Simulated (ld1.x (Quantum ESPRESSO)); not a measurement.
**Reading a pseudo-wave (Dy (Z = 66))**

Columns: radius, all-electron u(r) and pseudo u(r) of the 5p shell (level -28.61 eV) of dysprosium in the configuration [Kr] 4d10 4f9 5s2 5p6 5d1 6s2 6p0; LDA (PZ), scalar-relativistic, TM scheme, ld1.x (Quantum ESPRESSO) 7.5.

| r (bohr) | all-electron | pseudo |
| --- | --- | --- |
| 0.170 | -0.3220 | -0.0280 |
| 0.340 | 0.3134 | -0.1108 |
| 0.510 | 0.4201 | -0.2443 |
| 0.680 | -0.0238 | -0.4187 |
| 0.850 | -0.4866 | -0.6125 |
| 1.020 | -0.7855 | -0.7881 |
| 1.190 | -0.9195 | -0.9018 |
| 1.360 | -0.9361 | -0.9291 |
| 1.530 | -0.8822 | -0.8816 |
| 1.700 | -0.7928 | -0.7928 |
| 1.870 | -0.6901 | -0.6901 |
| 2.040 | -0.5877 | -0.5877 |
| 2.210 | -0.4925 | -0.4925 |
| 2.380 | -0.4080 | -0.4080 |
| 2.550 | -0.3349 | -0.3349 |
| 2.720 | -0.2731 | -0.2731 |
| 2.890 | -0.2214 | -0.2214 |
| 3.060 | -0.1788 | -0.1788 |
| 3.230 | -0.1439 | -0.1439 |
| 3.400 | -0.1154 | -0.1154 |
| 3.570 | -0.0924 | -0.0924 |
| 3.740 | -0.0738 | -0.0738 |
| 3.910 | -0.0588 | -0.0588 |
| 4.080 | -0.0468 | -0.0468 |
| 4.250 | -0.0372 | -0.0372 |
| 4.420 | -0.0295 | -0.0295 |

**Question.** How many radial nodes do the two functions have?

**Answer.** The all-electron 5p function has n − l − 1 = 3 (the table is too coarse to show those close to the nucleus); the pseudo-wave has 0, since the states of the same l below it are removed with the core.

**Question.** At about which radius was the pseudo-wave matched?

**Answer.** 1.75 bohr, where the columns begin to agree (steps of 0.17 bohr).

**Question.** Where does each function peak?

**Answer.** Outermost all-electron maximum near 1.36 bohr, pseudo maximum near 1.36 bohr (to the table’s step).

**Question.** Is the pseudo-wave norm-conserving?

**Answer.** Yes: the TM scheme keeps the norm inside the radius equal to the all-electron one, which fixes the energy derivative of the logarithmic derivative at the level.
